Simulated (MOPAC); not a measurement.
Input for MOPAC: PM7 on ZrH, 2S+1 = 2, a spin state set in the input, which need not be the lowest, a point of a bond scan (R = 1.940 Å).

```
PM7 1SCF PRECISE CHARGE=0 UHF MS=0.5 THREADS=1
HZr

Zr     0.00000000 1     0.00000000 1     0.00000000 1
H      0.00000000 1     0.00000000 1     1.93980700 1
```

Output:

```
*******************************************************************************
 **                                                                           **
 **                              MOPAC v23.2.5                                **
 **                                                                           **
 *******************************************************************************
 ** MOPAC's Digital Object Identifier: https://doi.org/10.5281/zenodo.6511958 **
 **                                                                           **
 ** Please cite the open-source release paper for use of this MOPAC version:  **
 ** J. E. Moussa and J. J. P. Stewart (2026)                                  **
 ** MOPAC: An open-source semiempirical molecular orbital program             **
 ** J. Open Source Softw., 11(119), 8025, https://doi.org/10.21105/joss.08025 **
 *******************************************************************************

                              PM7 CALCULATION RESULTS

 *******************************************************************************
 *  PM7        - The PM7 Hamiltonian to be used
 *  UHF        - UNRESTRICTED HARTREE-FOCK CALCULATION
 *
 *
 *
 *                 CHARGE ON SYSTEM = 0
 *
 *
 *
 *  MS=        - IN MECI, MAGNETIC COMPONENT OF SPIN =  0.5
 *  PRECISE    - TIGHTER CRITERIA TO BE USED
 *  1SCF       - DO 1 SCF AND THEN STOP
 *  THREADS=1  - MULTI-THREADING NOT USED
 *  T=         - A TIME OF 172800.0 SECONDS REQUESTED
 *  DUMP=N     - RESTART FILE WRITTEN EVERY 7200.0 SECONDS REQUESTED
 *******************************************************************************
PM7 1SCF PRECISE CHARGE=0 UHF MS=0.5 THREADS=1
 HZr

   ATOM   CHEMICAL          X               Y               Z
  NUMBER   SYMBOL      (ANGSTROMS)     (ANGSTROMS)     (ANGSTROMS)

     1      Zr          0.00000000  *   0.00000000  *   0.00000000  *
     2       H          0.00000000  *   0.00000000  *   1.93980700  *



          CARTESIAN COORDINATES

    NO.       ATOM           X           Y           Z

     1        Zr          0.0000      0.0000      0.0000
     2         H          0.0000      0.0000      1.9398

 General Reference for PM7:
 "Optimization of Parameters for Semiempirical Methods VI: More Modifications to the
 NDDO Approximations and Re-optimization of Parameters", J. J. P. Stewart, J. Mol. Mod., 1:32, 19 (2013)
 https://link.springer.com/article/10.1007/s00894-012-1667-x

           Empirical Formula: H Zr  =     2 atoms



      MOLECULAR POINT GROUP   :   C*v


          UHF CALCULATION, NO. OF ALPHA ELECTRONS =    3
                           NO. OF BETA  ELECTRONS =    2

 -------------------------------------------------------------------------------
 PM7 1SCF PRECISE CHARGE=0 UHF MS=0.5 THREADS=1
 HZr



     1SCF WAS SPECIFIED, SO BFGS WAS NOT USED
     SCF FIELD WAS ACHIEVED


                              PM7 CALCULATION
                                                       MOPAC v23.2.5 Linux




          FINAL HEAT OF FORMATION =        151.18849 KCAL/MOL =     632.57266 KJ/MOL


          COSMO AREA              =        139.35 SQUARE ANGSTROMS
          COSMO VOLUME            =        154.68 CUBIC ANGSTROMS

          IONIZATION POTENTIAL    =          4.257480 EV
          ALPHA SOMO LUMO (EV)    =         -5.109  0.804
          BETA  SOMO LUMO (EV)    =         -4.257  1.232
          NO. OF ALPHA ELECTRONS  =          3
          NO. OF BETA  ELECTRONS  =          2
          MOLECULAR WEIGHT        =         92.2279         POINT GROUP:  C*v

          MOLECULAR DIMENSIONS (Angstroms)

            Atom       Atom       Distance
            H     2   Zr     1     1.93981
            H     2   Zr     1     0.00000
           Zr     1    H     2     0.00000


          SCF CALCULATIONS        =          1





   ATOM   CHEMICAL          X               Y               Z
  NUMBER   SYMBOL      (ANGSTROMS)     (ANGSTROMS)     (ANGSTROMS)

     1      Zr          0.00000000  *   0.00000000  *   0.00000000  *
     2       H          0.00000000  *   0.00000000  *   1.93980700  *

                             CARTESIAN COORDINATES

   1   Zr        0.000000000     0.000000000     0.000000000
   2    H        0.000000000     0.000000000     1.939807000


           Empirical Formula: H Zr  =     2 atoms



      MOLECULAR POINT GROUP   :   C*v


          ALPHA EIGENVALUES
  -9.11331  -6.69693  -5.10931   0.80420   0.80420   0.95147   2.65377  28.72921
  28.72921  29.30398


           BETA EIGENVALUES
  -9.49101  -4.25748   1.23244   1.23244   1.24270   1.70308   2.52506  29.66812
  29.82697  29.82697


              NET ATOMIC CHARGES AND DIPOLE CONTRIBUTIONS

  ATOM NO.   TYPE          CHARGE      No. of ELECS.   s-Pop       p-Pop       d-Pop
    1         Zr           0.173562        3.8264     1.75592     0.00381     2.06671
    2          H          -0.173562        1.1736     1.17356
 DIPOLE           X         Y         Z       TOTAL
 POINT-CHG.     0.000     0.000    -1.617     1.617
 HYBRID         0.000    -0.000    -0.630     0.630
 SUM            0.000    -0.000    -2.247     2.247


          ATOMIC ORBITAL ELECTRON POPULATIONS

     Atom    s        px        py        pz      x^2-y^2     xz        z^2       yz        xy
    1 Zr   1.75592   0.00000   0.00000   0.00381   1.00000   0.00000   1.06671   0.00000   0.00000
    2  H   1.17356


                    (SZ)    =    0.500000
                    (S**2)  =    0.782436


          ATOMIC ORBITAL SPIN POPULATIONS

    Atom   Total    s     px     py     pz   x^2-y^2  xz     z^2    yz     xy
         Atomic
    1 Zr  1.1323 -0.047  0.000  0.000 -0.000  1.000  0.000  0.179  0.000  0.000
    2  H -0.1323 -0.132

 **********************
 *                    *
 * JOB ENDED NORMALLY *
 *                    *
 **********************




 == MOPAC DONE ==
```

The run finished.

Cost: about 0.03 core-seconds (a rough figure).
